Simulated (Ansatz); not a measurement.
Ansatz (an electronic-structure program) input (B3LYP/6-311+G**): The .json file is the Basis Set Exchange's 6-311+G**.

Ansatz 0.2 input:
```yaml
crystal:
  periodic: [false, false, false]
  atoms:
    - {symbol: C, position_ang: [1.18542969, -0.38450131, -0.18488548]}
    - {symbol: C, position_ang: [0.01177011, 0.02005974, 0.00595913]}
    - {symbol: O, position_ang: [-1.17207120, 0.27784900, 0.14939956]}
    - {symbol: H, position_ang: [2.19337076, -0.03614256, -0.12163843]}
basis:
  gaussian:
    orbitals: 6-311+G__.json
hamiltonian:
  xc: {name: B3LYP}
total_charge: -1
output: {forces: true}
```

Output:

```
Functional definition: B3LYP
integrals: 0.01 GiB planned
594 factors; their error is unknown
mean field: 0.15 GiB planned
mean field evaluation 1: about -4132.2010 eV, gradient 4.9e1 eV
mean field evaluation 2: about -4112.1297 eV, gradient 9.7e1 eV
mean field evaluation 4: about -4137.6569 eV, gradient 6.6e0 eV
mean field evaluation 8: about -4137.7328 eV, gradient 8.6e-2 eV
mean field -4137.73280201 eV, -152.0588758179 hartree, gradient 4.6e-5 eV, S^2 0.000000; 0 other end points of the search recorded, 0 dependent functions left out
the calculation of the forces begins
reference -4137.73301863 eV, -152.0588837784 hartree; 11, 11 occupied and 61, 61 virtual orbitals, 594 factors
Total energy: -4137.73301863 eV, -152.0588837784 hartree
Atom 0 at     1.185430    -0.384501    -0.184885 Å, force     0.206415     0.024347    -0.002389 eV/Å
Atom 1 at     0.011770     0.020060     0.005959 Å, force    -0.165981    -0.020403     0.001651 eV/Å
Atom 2 at    -1.172071     0.277849     0.149400 Å, force    -0.093293     0.038776     0.017331 eV/Å
Atom 3 at     2.193371    -0.036143    -0.121638 Å, force     0.052858    -0.042720    -0.016593 eV/Å
Dipole moment:    -0.038948     0.289353     0.096411 e Å
```

The dipole moment of an ion depends on the origin.

The geometry given is a B3LYP-D3(BJ)/def2-TZVP minimum.
